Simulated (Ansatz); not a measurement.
Cost and result up the ladder for Cd(NH2)2 (CdN2H4) (7 atoms). Total charge 0; singlet. Geometry: r2SCAN-D4/def2-TZVP.

```csv
atom,x (Å),y (Å),z (Å)
Cd1,-0.037,0.066,0.009
N2,1.652,1.136,0.207
H3,2.450,0.545,0.421
H4,1.890,1.628,-0.650
N5,-1.853,-0.777,-0.163
H6,-2.302,-0.892,0.742
H7,-1.799,-1.707,-0.567
```

Ansatz on 4 threads of Arm Neoverse V1 on a shared host. Times are rough, and most runs start from the orbitals of an earlier one. CAM-B3LYP-D4/def2-TZVP serves as the yardstick here, not as an exact answer. Differences are given only for rows in sets of like size (and for xTB, whose basis is part of the method), since another set adds its own error. Binding counts from free atoms at the same level (Cd singlet, N quartet, H doublet; other spins of the atoms weren't run), without zero-point energy or a counterpoise term.

In the def2 sets Cd takes a core potential; there is no spin–orbit coupling. Correlated methods freeze 2 core orbitals; core or outer-core shells of Cd are correlated, in sets that lack core-valence functions.

Correlated methods converge slowly with the basis.

```csv
level,functions,binding energy per atom (eV),difference from CAM-B3LYP-D4/def2-TZVP (eV)
PBE0-D4/def2-SVP,79,2.75,–
CAM-B3LYP-D4/def2-TZVP,126,2.82,0.00
B97M-V/def2-TZVP,126,2.76,-0.06
PBE0-D4/def2-TZVP,126,2.77,-0.05
PBE-D4/def2-TZVP (with forces),126,2.87,0.05
BLYP-D4/def2-TZVP,126,2.82,0.00
HF/def2-TZVP,126,1.65,-1.17
LDA (SPW92)/def2-TZVP,126,3.29,0.47
r2SCAN-D4/def2-TZVP,126,2.77,-0.05
PBE-D4/def2-SVP,79,2.85,–
MP2/def2-TZVP,126,2.69,-0.13
CCSD(T)/def2-TZVPP,174,2.70,-0.12
revPBE-D4/def2-TZVP,126,2.78,-0.04
BHLYP-D4/def2-TZVP,126,2.66,-0.16
```

(1) Estimate how long each takes.

## Answers

(1) HF/def2-TZVP 0.45 s; LDA (SPW92)/def2-TZVP 0.55 s; PBE-D4/def2-SVP 0.55 s; PBE0-D4/def2-SVP 0.7 s; MP2/def2-TZVP 0.7 s; revPBE-D4/def2-TZVP 0.8 s; BLYP-D4/def2-TZVP 0.9 s; PBE-D4/def2-TZVP (with forces) 1 s; BHLYP-D4/def2-TZVP 1.1 s; CAM-B3LYP-D4/def2-TZVP 1.1 s; PBE0-D4/def2-TZVP 1.4 s; r2SCAN-D4/def2-TZVP 1.9 s; B97M-V/def2-TZVP 3.6 s; CCSD(T)/def2-TZVPP 66 s. On shared hardware such times vary by a factor of up to 3.
